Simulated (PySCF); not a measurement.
# What a mistake does to a calculation on BCH6OSi

These are calculations, not measurements. They come from PySCF 2.14.0, an open-source quantum chemistry program, on an isolated molecule that a program drew, which may never have been made. The molecule is BCH6OSi (charge 0, doublet), drawn as the SMILES string `BOC[SiH2]`.

Each row is a Hartree-Fock (HF) and frozen-core CCSD(T) single point in the cc-pV(D+d)Z basis, meant for a local HF minimum. Run 1 is clean. Each other run has one planted mistake out of seven kinds, and not every kind appears here: one electron removed, one electron added, multiplicity raised by two, geometry at a saddle point, minimal basis STO-3G, one bond length entered in bohr, all coordinates scaled. The reference is restricted for singlets and unrestricted otherwise, and also for a bond in bohr. Adding or removing an electron swaps singlet and doublet. Electrons count all cores. HOMO and LUMO are orbital energies over both spins, the gradient is its largest component, and the lowest frequency (negative if imaginary) is given only where the gradient is small. Bond lengths are over the 9 bonds as drawn. T1 is the CCSD diagnostic: over 0.02 (restricted) or 0.045 (unrestricted) a single reference is doubtful.

Geometry of the clean run:
```xyz
10
BCH6OSi, angstrom
B    -2.3935    1.4312   -1.9797
O    -1.2633    1.2723   -1.2774
C    -0.5604    0.0454   -1.1829
Si   -0.4087   -0.4756    0.6435
H    -2.8935    2.5211   -1.9767
H    -2.8775    0.5073   -2.5831
H    -1.0663   -0.7330   -1.7625
H     0.4309    0.1841   -1.6194
H    -1.7551   -0.6433    1.2423
H     0.3589   -1.7436    0.7308
```

| run | electrons | basis functions | <S^2> | HOMO (eV) | LUMO (eV) | gradient (hartree/bohr) | lowest frequency (cm^-1) | mean bond (Å) | longest bond (Å) | T1 | HF (hartree) | CCSD(T) (hartree) | mistake |
|---|---|---|---|---|---|---|---|---|---|---|---|---|---|
| 1 | 39 | 95 | 0.754 | -9.12 | 1.43 | 6.2e-06 | 62 | 1.3579 | 1.905 | 0.0155 | -429.82714 | -430.38831 | no fault |
| 2 | 39 | 95 | 1.370 | -9.45 | 1.29 | 2.8e-02 | - | 1.4661 | 2.068 | 0.0430 | -429.71422 | -430.27300 | one bond length entered in bohr |
| 3 | 38 | 95 | 0.000 | -16.23 | -7.23 | 5.4e-02 | - | 1.3579 | 1.905 | 0.0159 | -429.52648 | -430.07811 | one electron removed |
| 4 | 39 | 30 | 0.752 | -6.90 | 6.06 | 2.7e-02 | - | 1.3579 | 1.905 | 0.0179 | -424.70506 | -424.92757 | ? |
| 5 | 39 | 95 | 0.754 | -9.20 | 1.30 | 2.3e-02 | - | 1.4041 | 1.970 | 0.0165 | -429.81739 | -430.38491 | ? |

**Which mistake was planted in run 4, and what did it cost?**

It has 30 basis functions where the clean run has 95, with the same electrons and geometry. So the mistake is: minimal basis STO-3G. Subtracting run 1 and multiplying by 627.51 kcal/mol a hartree, the energy moved by 3214.2 kcal/mol in HF and 3426.7 kcal/mol in CCSD(T).

**Which mistake was planted in run 5, and what did it cost?**

The mean and the longest bond both change by the same factor, 1.034, and the gradient is no longer small. So the mistake is: all coordinates scaled. Subtracting run 1 and multiplying by 627.51 kcal/mol a hartree, the energy moved by 6.1 kcal/mol in HF and 2.1 kcal/mol in CCSD(T).

